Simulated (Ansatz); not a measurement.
Gas-phase electronic energies from Ansatz, PBE0-D4/def2-TZVP geometries. CBS: MP2 limit from def2 TZ/QZ plus the TZ coupled-cluster correction, frozen cores. This one scheme is used for every species. Functionals use def2-TZVPP. HSE06 is defined as in plane-wave codes. def2 core potentials past Kr. For In outer-core shells are correlated without core-valence functions, which leaves a few kJ/mol of doubt a bond.

`[AlH2][CH2][InH2]` + `[SiH3]N[SiH3]` → `[SiH3][N]([SiH3])[InH2]` + `[CH3][AlH2]`  (ligand exchange at the In–C bond)

| species | HSE06-D4 energy (Eh) |
| --- | --- |
| `[AlH2][CH2][InH2]` | -474.07848 |
| `[SiH3]N[SiH3]` | -637.69449 |
| `[SiH3][N]([SiH3])[InH2]` | -828.41749 |
| `[CH3][AlH2]` | -283.36892 |

Task: Work out ΔE.

Result: ΔE = (-828.41749) + (-283.36892) − (-474.07848) − (-637.69449) = -0.01344 Eh = -8.4 kcal/mol. CCSD(T)/CBS gives -10.4 kcal/mol.

Largest T1 diagnostic among the species: 0.015.

The D4 term adds −1.8 kcal/mol with B3LYP and −1.0 kcal/mol with PBE0; it sums over pairs of atoms, weighted by their polarisabilities, and B3LYP, whose exchange is more repulsive, gets the larger term. Leaving LDA and LC-ωPBE aside and taking each functional with its dispersion term where it has one, the values, not all of them listed here, spread over 1.6 kcal/mol, from BLYP-D4 to HSE06-D4.

B3LYP here is the variant with VWN-RPA as its local correlation; programs differ in this.
